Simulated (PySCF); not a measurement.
r2SCAN0 on V⁻ (vanadium, charge -1), [Ar] 3d4 4s2, high-spin 5D determinant. All numbers are calculated (PySCF 2.14, no relativity, point nucleus, in def2-TZVPPD (6s6p4d2f1g, 67 functions)).

```
cycle= 1 E= -943.863255426088  delta_E= -0.00982  |g|= 0.0543  |ddm|= 0.311
cycle= 2 E= -943.862280561446  delta_E= 0.000975  |g|= 0.0796  |ddm|= 0.241
cycle= 3 E= -943.864528738911  delta_E= -0.00225  |g|= 0.00819  |ddm|= 0.0736
cycle= 4 E= -943.864556071661  delta_E= -2.73e-05  |g|= 0.00282  |ddm|= 0.0245
cycle= 5 E= -943.86455956489  delta_E= -3.49e-06  |g|= 0.000167  |ddm|= 0.00755
cycle= 6 E= -943.86455965956  delta_E= -9.47e-08  |g|= 4.25e-05  |ddm|= 0.0018
cycle= 7 E= -943.864559666549  delta_E= -6.99e-09  |g|= 1.59e-05  |ddm|= 0.000558
cycle= 8 E= -943.864559666834  delta_E= -2.85e-10  |g|= 1e-06  |ddm|= 0.000117
converged SCF energy = -943.864559666834  <S^2> = 6.0473086  2S+1 = 5.0188878
```

Highest occupied orbital energy: 1.213 eV; ⟨L²⟩ = 6.03; populations by l: s 8.00, p 12.00, d 4.00, f 0.00.

Problem. Can this result be used?

Solution. With care. Self-consistency was reached. At r2SCAN0 the highest occupied level has a positive energy, so only the finite basis holds that electron; in a semilocal or global hybrid functional this comes from self-interaction and does not mean that the real anion is unbound.
